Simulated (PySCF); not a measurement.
Species: ClFH7PSi3.
SMILES with atom numbers: `[F:1][Si@@H:2]([Cl:3])[P:4]([SiH3:5])[SiH3:6]` (hydrogens: H7 on Si2; H8, H9, H10 on Si5; H11, H12, H13 on Si6)

Computed geometry: GFN2-xTB, gas phase.

(1) Give the optimised bond lengths and angles.

Results:

(1) 
| bond | length (Å) | order |
| --- | --- | --- |
| F1–Si2 | 1.609 | single |
| Si2–Cl3 | 2.010 | single |
| Si2–P4 | 2.212 | single |
| P4–Si5, P4–Si6 | 2.235 | single |
| Si2–H7 | 1.450 | single |
| Si5–H8 and 5 like bonds | 1.462 | single |

Bonds in one row agree within 0.01 Å and their mean is given. Orders are formal, as drawn. A selection of angles:
| angle | degrees |
| --- | --- |
| F1–Si2–Cl3 | 104.7 |
| F1–Si2–P4 | 106.8 |
| F1–Si2–H7 | 104.2 |
| Cl3–Si2–P4 | 116.8 |
| Cl3–Si2–H7 | 110.5 |
| P4–Si2–H7 | 112.7 |
| Si2–P4–Si5 | 102.1 |
| Si5–P4–Si6 | 103.3 |
| P4–Si5–H8 | 112.6 |
| P4–Si5–H9 | 106.8 |
| P4–Si5–H10 | 105.0 |
| H8–Si5–H9 | 110.3 |
| H9–Si5–H10 | 112.0 |

Dihedral angles: F1–Si2–P4–Si5 -60° (synclinal).

The 3 P–Si bonds span 2.212 Å (Si2–P4, drawn single) to 2.239 Å (P4–Si5, drawn single), a spread of 0.027 Å. Si2 (fluorine-bound silicon) is distorted tetrahedral (angles from 104.2° to 116.8°). P4 (three-coordinate phosphorus) is pyramidal (angles 103.3°, 102.1° and 101.2°, sum 306.6°, 0.98 Å off the plane of its three neighbours). Si5 (SiH3 silicon) is distorted tetrahedral (angles from 105.0° to 112.6°).

Point group: C1 (no symmetry element, even within 0.4 Å). No frequency check. The numbers are those of one conformer.
